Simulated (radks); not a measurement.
Spherical quantum dot in the effective-mass picture: electrons in a hard-walled sphere of radius 3.28, all in effective atomic units (hartree* = m*/eps^2 hartree, bohr* = eps/m* bohr), one dielectric constant everywhere. Method: non-relativistic Kohn-Sham, LDA (Slater exchange, Perdew-Wang correlation), spin-polarised, spherical densities; computed with a radial shooting solver with Libxc functionals. Levels are named by radial order and angular momentum (1s, 1p, 1d, 2s, ...), and open shells are averaged over m. Each electron was tried in the lowest free levels, single moves between levels near the top were tried too, and the lowest total energy was kept; such a search can miss a lower state. At N = 1 the Hartree and exchange-correlation terms need not cancel, so that row can carry a self-interaction error.

| N | open shells | 2S | mu = E(N) - E(N-1) (hartree*) | addition energy mu(N+1) - mu(N) (hartree*) | e(HOMO) (hartree*) | rms radius (bohr*) |
|---|---|---|---|---|---|---|
| 1 | 1s(up 1, down 0) | 1 | 0.47361 | 0.4809 | 0.66195 | 1.760 |
| 2 | none | 0 | 0.95448 | 0.8070 | 1.1483 | 1.828 |
| 3 | 1p(up 1, down 0) | 1 | 1.7614 | 0.3814 | 1.9498 | 1.941 |
| 4 | 1p(up 2, down 0) | 2 | 2.1428 | 0.3901 | 2.3371 | 2.005 |
| 5 | 1p(up 3, down 0) | 3 | 2.5329 | 0.4943 | 2.7292 | 2.049 |
| 6 | 1p(up 3, down 1) | 2 | 3.0272 | 0.3739 | 3.2125 | 2.084 |
| 7 | 1p(up 3, down 2) | 1 | 3.4011 | 0.3808 | 3.5908 | 2.112 |
| 8 | none | 0 | 3.7819 | 0.8784 | 3.9734 | 2.136 |
| 9 | 1d(up 1, down 0) | 1 | 4.6603 | 0.3695 | 4.8447 | 2.167 |
| 10 | 1d(up 2, down 0) | 2 | 5.0298 | 0.3712 | 5.2153 | 2.192 |
| 11 | 1d(up 3, down 0) | 3 | 5.4011 | 0.3722 | 5.5871 | 2.214 |
| 12 | 1d(up 4, down 0) | 4 | 5.7733 | 0.3726 | 5.9595 | 2.233 |
| 13 | 1d(up 5, down 0) | 5 | 6.1459 | 0.4709 | 6.3323 | 2.250 |
| 14 | 1d(up 5, down 1) | 4 | 6.6168 | 0.3639 | 6.7985 | 2.266 |
| 15 | 1d(up 5, down 2) | 3 | 6.9808 | 0.3656 | 7.1634 | 2.280 |
| 16 | 1d(up 5, down 3) | 2 | 7.3464 | 0.3666 | 7.5296 | 2.293 |
| 17 | 1d(up 5, down 4) | 1 | 7.7130 | 0.3672 | 7.8966 | 2.304 |
| 18 | none | 0 | 8.0802 | 0.9623 | 8.2640 | 2.315 |
| 19 | 1f(up 1, down 0) | 1 | 9.0425 | 0.3603 | 9.2226 | 2.328 |
| 20 | 1f(up 2, down 0) | 2 | 9.4028 | 0.3607 | 9.5831 | 2.340 |
| 21 | 1f(up 3, down 0) | 3 | 9.7635 | 0.3610 | 9.9439 | 2.351 |
| 22 | 1f(up 4, down 0) | 4 | 10.124 | 0.3612 | 10.305 | 2.361 |
| 23 | 1f(up 5, down 0) | 5 | 10.486 | 0.3612 | 10.666 | 2.370 |
| 24 | 1f(up 6, down 0) | 6 | 10.847 | 0.3613 | 11.027 | 2.379 |
| 25 | 1f(up 7, down 0) | 7 | 11.208 | 0.4552 | 11.389 | 2.388 |
| 26 | 1f(up 7, down 1) | 6 | 11.663 | 0.3565 | 11.841 | 2.395 |
| 27 | 1f(up 7, down 2) | 5 | 12.020 | 0.3570 | 12.198 | 2.403 |
| 28 | 1f(up 7, down 3) | 4 | 12.377 | 0.3573 | 12.555 | 2.410 |
| 29 | 1f(up 7, down 4) | 3 | 12.734 | 0.3575 | 12.913 | 2.417 |
| 30 | 1f(up 7, down 5) | 2 | 13.092 | 0.3577 | 13.270 | 2.423 |
| 31 | 1f(up 7, down 6) | 1 | 13.449 | 0.3578 | 13.628 | 2.429 |
| 32 | none | 0 | 13.807 | 0.8648 | 13.986 | 2.435 |
| 33 | 2s(up 1, down 0) | 1 | 14.672 | 0.5543 | 14.906 | 2.426 |
| 34 | none | 0 | 15.226 | 0.3705 | 15.458 | 2.417 |
| 35 | 2s(up 1, down 0) 1g(up 2, down 0) | 3 | 15.597 | 0.3447 | 15.765 | 2.439 |
| 36 | 2s(up 1, down 0) 1g(up 3, down 0) | 4 | 15.941 | 0.3534 | 16.118 | 2.446 |
| 37 | 2s(up 1, down 0) 1g(up 4, down 0) | 5 | 16.295 | - | 16.472 | 2.451 |

All shells are closed at N = 2, 8, 18, 32, 34 (there: 1s2 1p6 1d10 2s2 1f14); the second difference of the energy has clear peaks (12 % above both neighbours; the first and last values, which can be the largest, are not judged, and half-filled shells can peak too) at N = 2, 5, 8, 13, 18, 25, 32.
